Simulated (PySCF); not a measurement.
C5H12GeSi.
SMILES: `CC[CH2][GeH2][C]#C[SiH3]`

All values: CAM-B3LYP/def2-SVPD (PySCF, non-relativistic), on one gas-phase PBE0-D3(BJ)/def2-SVP geometry that isn't relaxed in the solvent. The solvent is an IEF-PCM continuum (van der Waals radii × 1.2), and excitations are vertical TDDFT with non-equilibrium linear response and a frozen core. The model holds no explicit solvent molecules, cavitation or dispersion. Spin–orbit coupling is left out although an atom past zinc is present.

Gas-phase singlets (H = HOMO, L = LUMO):

```tsv
state	E (eV)	λ (nm)	f	leading configurations
S1	5.601	221	0.000	H-1→L 41%, H→L+1 38%
S2	5.843	212	0.002	H-1→L+1 44%, H→L 38%
S3	5.844	212	0.001	H→L+1 44%, H-1→L 36%
S4	7.373	168	0.131	H→L+2 60%, H→L 22%
S5	7.434	167	0.002	H-1→L+2 80%
```

What are the lowest 5 singlets in benzene (ε = 2.271)?

| state | E (eV) | λ (nm) | f | leading configurations | change by rank (eV) |
| --- | --- | --- | --- | --- | --- |
| S1 | 5.628 | 220 | 0.000 | H-1→L 41%, H→L+1 38% | +0.027 |
| S2 | 5.857 | 212 | 0.004 | H-1→L+1 43%, H→L 38% | +0.014 |
| S3 | 5.858 | 212 | 0.001 | H→L+1 41%, H-1→L 39% | +0.014 |
| S4 | 7.335 | 169 | 0.535 | H→L 37%, H→L+2 36% | -0.038 |
| S5 | 7.433 | 167 | 0.019 | H-1→L+2 78% | -0.001 |

How do the frontier levels move from gas to benzene?

```json
{"orbital": "LUMO+2", "gas (eV)": "1.06", "solvent (eV)": "1.07", "change (eV)": "+0.01"}
{"orbital": "LUMO+1", "gas (eV)": "0.77", "solvent (eV)": "0.76", "change (eV)": "-0.01"}
{"orbital": "LUMO", "gas (eV)": "0.63", "solvent (eV)": "0.65", "change (eV)": "+0.02"}
{"orbital": "HOMO", "gas (eV)": "-9.12", "solvent (eV)": "-9.11", "change (eV)": "+0.01"}
{"orbital": "HOMO-1", "gas (eV)": "-9.22", "solvent (eV)": "-9.25", "change (eV)": "-0.03"}
{"orbital": "HOMO-2", "gas (eV)": "-10.17", "solvent (eV)": "-10.11", "change (eV)": "+0.06"}
{"orbital": "HOMO-3", "gas (eV)": "-10.80", "solvent (eV)": "-10.67", "change (eV)": "+0.13"}
```

The HOMO–LUMO gap goes from 9.75 to 9.77 eV.

Time: 2.2 min wall; peak memory 1.5 GiB. Hardware: one thread of an Arm Neoverse N1, on a shared host. This is the whole response run at CAM-B3LYP/def2-SVPD in benzene, SCF included.

The values belong to the conformer `[CH3:1][CH2:2][CH2:3][GeH2:4][C:5]#[C:6][SiH3:7]`: C1–C2–C3–Ge4 -179°, C2–C3–Ge4–C5 60°.
